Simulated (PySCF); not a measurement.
Electron correlation in Sr (strontium, neutral)

[Kr] 5s1 6s1, high-spin 3S determinant (an excited configuration). Calculation: PySCF 2.14, in x2c-TZVPPall with one added diffuse shell each of s, p, d, f type (9s7p7d3f1g, 95 functions); the spin-free X2C one-electron Hamiltonian (Gaussian nucleus). Frozen: [Ar] 3d10; 10 electrons correlated.

MP2 pair energies summed by pair of shells (mhartree):

```tsv
pair	energy	share (%)
4p-4p	-131.28	68.0
4s-4p	-31.67	16.4
4p-5s	-18.40	9.5
4s-4s	-6.56	3.4
5s-6s	-2.10	1.1
4p-6s	-1.93	1.0
4s-5s	-1.06	0.5
4s-6s	-0.11	0.1
```

Total MP2 correlation energy: -193.10 mhartree.

Same-spin part -54.38 and opposite-spin part -138.73 mhartree; SCS-MP2 scales them by 1/3 and 6/5 to -184.60 mhartree.

This basis was not built for core-valence correlation, so the inner-shell part is incomplete.
